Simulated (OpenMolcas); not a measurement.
**4d6 along the 42-electron sequence**

* Program: OpenMolcas
* Method: MS-CASPT2, IPEA 0.25 Eh, imaginary shift 0.1 Eh
* Basis: ANO-RCC-VQZP
* Scalar Hamiltonian: DKH2, point nucleus
* Spin-orbit coupling: RASSI with atomic mean-field integrals over the reference wave functions, term energies averaged over their components

Active space for each ion: 6 electrons in 5 orbitals (4d); closed shells correlated by CASPT2: 4s 4p.

Computed levels in cm-1 above 5D4:

| Level | Ru2+ | Rh3+ | Pd4+ | Ag5+ |
| --- | --- | --- | --- | --- |
| 5D3 | 1171 | 1561 | 2000 | 2560 |
| 5D2 | 1862 | 2440 | 3070 | 3820 |
| 5D1 | 2310 | 3030 | 3820 | 4760 |
| 5D0 | 2530 | 3310 | 4170 | 5190 |
| 3P2(1) | 15340 | 17550 | 19630 | 21590 |
| 3H6 | 15590 | 17890 | 20080 | 22370 |
| 3H5 | 15850 | 18180 | 20390 | 22690 |
| 3F3(1) | 17380 | 20070 | 22600 | 25210 |
| 3F2(1) | 17900 | 20720 | 23380 | 26130 |
| weight of 5D in the lowest level (%) | 99 | 98 | 98 | 97 |

Mixed levels, with the weight of the term that names them: Ag5+ 3H5 (73 %).

Measured, with the error of the calculation in %. Measured levels: Ru2+ from Moore, Atomic Energy Levels, vol. III, NSRDS-NBS 35 (1971 reprint of NBS Circular 467, 1958); Ag5+ from the list in Gamrath, thesis, University of Mons (2023).

| Level | Ru2+ | Ag5+ |
| --- | --- | --- |
| 5D3 | 1159 (+1.1) | 2692 (-5.0) |
| 5D2 | 1826 (+1.9) | 3953 (-3.3) |
| 5D1 | 2266 (+2.1) | 4941 (-3.6) |
| 5D0 | 2476 (+2.2) | 5380 (-3.5) |
| 3P2(1) |  | 21042 (+2.6) |
| 3H6 |  | 21512 (+4.0) |
| 3H5 |  | 21812 (+4.0) |
| 3F3(1) |  | 24441 (+3.1) |
| 3F2(1) |  | 25306 (+3.2) |

The fine-structure level 5D0 changes by a factor of 2.05 from Ru2+ to Ag5+. Its fourth root runs 7.09, 7.59, 8.04, 8.49, with steps per unit of Z of 0.49, 0.45, 0.45; equal steps would mean a (Z - σ)^4 law with constant σ.

3P2(1) changes by a factor of 1.41 over the same range, with steps per unit of Z of +2210, +2080, +1960 cm-1.

CASPT2 does not keep the components of a term degenerate, so their means are used; among the terms shown or strongly mixed into the levels shown the widest spread is 380 cm-1 (4d6 3G, Ru2+). Levels of configurations with an s electron are missing; early in the row they begin among the upper levels of the d shell and mix with terms of their name (holds for Ru2+). Computed and measured levels are paired by configuration, term and J; levels that our copy of the source lacks, or whose pairing is in doubt (as where it misses far off the trend of its configuration), stay unpaired and out of the deviations. Only configurations of the active space appear.

A number in round brackets counts repeated terms of one configuration in the order of the reference energies.
